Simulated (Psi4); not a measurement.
H₇OSi₂, charge +1, singlet, at a GFN2-xTB geometry. Base run: SVWN/STO-3G run with Psi4.

Input for Psi4:
```
memory 2 GB

molecule {
1 1
Si    1.57259310   -0.32787865    0.43128443
O     0.04546575   -0.19736209   -0.52085237
Si   -1.59645535    0.44638018   -0.13762810
H     2.51490900   -0.40711010   -0.67455778
H     1.51112540    0.92190961    1.16707567
H     1.34061387   -1.54617037    1.19083611
H     0.08210873   -0.66697740   -1.36331658
H    -2.19054693   -0.67297857    0.57578869
H    -2.06000854    0.68633742   -1.49582128
H    -1.22785623    1.60486461    0.65562572
}

set {
  basis sto-3g
}

energy('svwn')
print_variables()
```

Each row names what was changed in the base input (with any setting that the change needs).

```json
[
 {"change": "base", "E (Eh)": "-648.34117", "core-seconds (rough)": "2"},
 {"change": "functional = bp86", "E (Eh)": "?", "core-seconds (rough)": "2"},
 {"change": "functional = m06-2x", "E (Eh)": "-650.51554", "core-seconds (rough)": "3"},
 {"change": "functional = x3lyp", "E (Eh)": "-650.39698", "core-seconds (rough)": "3"},
 {"change": "functional = b2plyp", "E (Eh)": "?", "core-seconds (rough)": "2"},
 {"change": "functional = blyp", "E (Eh)": "?", "core-seconds (rough)": "2"},
 {"change": "functional = m11", "E (Eh)": "-649.93670", "core-seconds (rough)": "4"},
 {"change": "functional = wb97x", "E (Eh)": "-650.48069", "core-seconds (rough)": "3"},
 {"change": "functional = b97m-v", "E (Eh)": "-650.44709", "core-seconds (rough)": "70"},
 {"change": "functional = cam-b3lyp", "E (Eh)": "-650.43165", "core-seconds (rough)": "3"},
 {"change": "functional = wb97x-v", "E (Eh)": "-650.40626", "core-seconds (rough)": "70"},
 {"change": "functional = hse06", "E (Eh)": "-650.22483", "core-seconds (rough)": "8"},
 {"change": "functional = bhhlyp", "E (Eh)": "?", "core-seconds (rough)": "2"}
]
```

Problem. Some entries are withheld; supply them.

Solution. 
- functional = bp86, E (Eh): -650.51926
- functional = b2plyp, E (Eh): -650.11297
- functional = blyp, E (Eh): -650.39195
- functional = bhhlyp, E (Eh): -650.48445

Absolute energies of different levels of theory aren't comparable as measures of quality.
